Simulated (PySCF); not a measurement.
Input for PySCF: R-HF/3-21G on AlH5Si (SMILES [AlH2][SiH3]), a point of a torsion scan.

```python
from pyscf import gto, scf, dft, mp
from pyscf.data.elements import chemcore

mol = gto.M(
    atom='''
    Al    1.38153295    0.09500645    0.00106853
    Si   -1.03448921   -0.05965476    0.01498852
    H     2.37333995   -1.11684867   -0.04903123
    H     2.22924532    1.41188962    0.02326841
    H    -1.68753929    0.08371785    1.33725728
    H    -1.54229106   -1.35628991   -0.49314160
    H    -1.72016266    0.94939483   -0.82637591
    ''',
    basis='3-21g',
    charge=0, spin=0, verbose=3, max_memory=1800)
mf = scf.RHF(mol)
mf.conv_tol = 1e-8
mf.max_cycle = 100
mf.kernel()
if not mf.converged:
    mf = mf.newton().run(mf.mo_coeff, mf.mo_occ)
```

It printed:

```
converged SCF energy = -530.840696714739
```

The run converged.

Cost: roughly 0.23 core-seconds.
